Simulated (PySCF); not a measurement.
cadmium atom (Cd), singlet (core potentials on Cd); HF/def2-SVP run with PySCF.

Here is a job for PySCF.
```python
from pyscf import gto, scf

mol = gto.Mole()
mol.atom = '''
    Cd    0.00000000    0.00000000    0.00000000
'''
mol.basis = 'def2-svp'
mol.ecp = {'Cd': 'def2-svp'}
mol.verbose = 4
mol.build()

mf = scf.RHF(mol)
mf.kernel()
```

What the program printed (banner, timings and long lists left out):

```
PySCF version 2.14.0

[INPUT] verbose = 4
[INPUT] num. atoms = 1
[INPUT] num. electrons = 20
[INPUT] charge = 0
[INPUT] spin (= nelec alpha-beta = 2S) = 0
[INPUT] symmetry False subgroup None
[INPUT] Mole.unit = angstrom
[INPUT] Symbol           X                Y                Z      unit          X                Y                Z       unit  Magmom
[INPUT]  1 Cd     0.000000000000   0.000000000000   0.000000000000 AA    0.000000000000   0.000000000000   0.000000000000 Bohr   0.0

nuclear repulsion = 0
number of shells = 11
number of NR pGTOs = 57
number of NR cGTOs = 31
basis = def2-svp
ecp = {'Cd': 'def2-svp'}

******** <class 'pyscf.scf.hf.RHF'> ********
method = RHF
initial guess = minao
damping factor = 0
level_shift factor = 0
DIIS = <class 'pyscf.scf.diis.CDIIS'>
diis_start_cycle = 1
diis_space = 8
diis_damp = 0
SCF conv_tol = 1e-09
SCF conv_tol_grad = None
SCF max_cycles = 50
direct_scf = True
direct_scf_tol = 1e-13
Set gradient conv threshold to 3.16228e-05
Initial guess from minao.
init E= -152.216010506294
  HOMO = -0.888066061092153  LUMO = -0.389284119232809  gap/eV = 13.57255
cycle= 1 E= -166.485395830395  delta_E= -14.3  |g|= 1.31  |ddm|= 2.86
  HOMO = -0.190078220375121  LUMO = 0.0950384816678215  gap/eV = 7.75842
cycle= 2 E= -166.762839319314  delta_E= -0.277  |g|= 0.697  |ddm|= 2.97
  HOMO = -0.272989234988947  LUMO = 0.0645113938964707  gap/eV = 9.18386
cycle= 3 E= -166.845770497073  delta_E= -0.0829  |g|= 0.0327  |ddm|= 0.618
  HOMO = -0.278527175082112  LUMO = 0.059792351823259  gap/eV = 9.20614
cycle= 4 E= -166.846535333774  delta_E= -0.000765  |g|= 0.00882  |ddm|= 0.18
  HOMO = -0.280734258854985  LUMO = 0.0566227097247245  gap/eV = 9.17995
cycle= 5 E= -166.84660859575  delta_E= -7.33e-05  |g|= 0.000779  |ddm|= 0.0696
  HOMO = -0.280778412153372  LUMO = 0.0564949856459065  gap/eV = 9.17768
cycle= 6 E= -166.84660883795  delta_E= -2.42e-07  |g|= 2.69e-05  |ddm|= 0.00423
  HOMO = -0.280772403164379  LUMO = 0.0564987976639928  gap/eV = 9.17762
cycle= 7 E= -166.846608838075  delta_E= -1.24e-10  |g|= 7.33e-07  |ddm|= 3.85e-05
  HOMO = -0.280772594439209  LUMO = 0.0564987116373292  gap/eV = 9.17762
Extra cycle  E= -166.846608838075  delta_E= -1.42e-13  |g|= 3.42e-07  |ddm|= 8.95e-07
converged SCF energy = -166.846608838075
```
